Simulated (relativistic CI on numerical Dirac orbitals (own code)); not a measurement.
**Fe2+ in a cubic cluster: L2,3 absorption with charge transfer**

Computed with a charge-transfer multiplet model of a cubic metal-ligand cluster with up to 2 ligand holes, Slater and spin-orbit integrals from Dirac-Coulomb-Breit ions, Slater integrals scaled by 0.9. The ground state mixes d6 with configurations of k ligand holes L, whose averages lie at kΔ + k(k − 1)U_dd/2; a core hole lowers each added d electron by U_cd. 20 K, Lorentzian 0.4 eV and Gaussian 0.3 eV FWHM.

Atomic integrals in eV (Slater integrals scaled, ζ unscaled), ground: F2dd 9.813, F4dd 6.093, zeta_d 0.049; with the core hole: F2dd 10.545, F4dd 6.555, zeta_d 0.067, zeta_core 8.135, F2cd 6.142, G1cd 4.566, G3cd 2.594.

Cluster parameters (eV): Δ = 6.7, U_cd = 7.8, 10Dq = 0.3, 10Dq(ligand) = 0.8, V(eg) = 2.6, V(t2g) = -1.14, final-state hopping factor = 0.8.

```tsv
Case	n_d	d6	d7L	d8L2	S
U_dd = 4.1 eV	6.17	0.83	0.16	0.01	2.00
U_dd = 4.8 eV	6.17	0.84	0.16	0.01	2.00
U_dd = 6.2 eV	6.17	0.84	0.16	0.01	2.00
U_dd = 6.9 eV	6.17	0.84	0.16	0.01	2.00
U_dd = 7.6 eV	6.17	0.84	0.16	0.00	2.00
```

Weights, n_d and S are thermal averages at 20 K. Photon energies count from the first peak over 30 % of the highest in each spectrum, which can be another peak from case to case. The parameters are a model scan and need not match a compound or its usual spin state. Peaks in eV (height, largest 100):
- U_dd = 4.1 eV: 0.0 (100), 2.5 (19), 3.5 (10), 11.6 (5), 12.8 (40), 15.5 (6)
- U_dd = 4.8 eV: 0.0 (100), 2.5 (20), 11.6 (6), 12.8 (40), 15.6 (6)
- U_dd = 6.2 eV: -1.2 (26), 0.0 (100), 0.8 (63), 1.0 (64), 2.6 (21), 12.8 (39), 15.7 (6)
- U_dd = 6.9 eV: -1.2 (26), 0.0 (100), 1.0 (64), 2.7 (22), 4.3 (7), 12.8 (39), 15.8 (6)
- U_dd = 7.6 eV: -1.1 (26), 0.0 (100), 1.1 (65), 2.8 (22), 4.4 (7), 11.6 (6), 12.9 (39), 15.9 (6)

For the case U_dd = 6.2 eV, Δ = 6.7 eV is larger than U_dd = 6.2 eV, the Mott-Hubbard side of the Zaanen-Sawatzky-Allen scheme. With the core hole the configuration with one ligand hole lies at Δ + U_dd − U_cd = 3.0, 3.7, 5.1, 5.8, 6.5 eV from the one without, in the order of the table; where this is negative the screened configuration lies lower, though the effective hopping of about 3.1 eV (from the holes of the mixed ground state) mixes the two strongly wherever it is as large as the gap.
